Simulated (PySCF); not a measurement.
A structure optimised at PBE-D3(BJ)/def2-SVP, used in a PySCF frequency run:

```xyz
5

Te     0.0000     0.0000    -0.1761
F      0.0000     1.9171    -0.5400
F      0.0000    -1.9171    -0.5400
F      1.4376     0.0000     1.0489
F     -1.4376     0.0000     1.0489
```
Charge +1, spin multiplicity 2.

Q: Write its SMILES, formula and point group.

A: F[Te+](F)(F)F, F₄Te, C2v

Q: What are its rotational constants (standard atomic weights)?

A: 3.7348, 2.5726, 2.3163 GHz
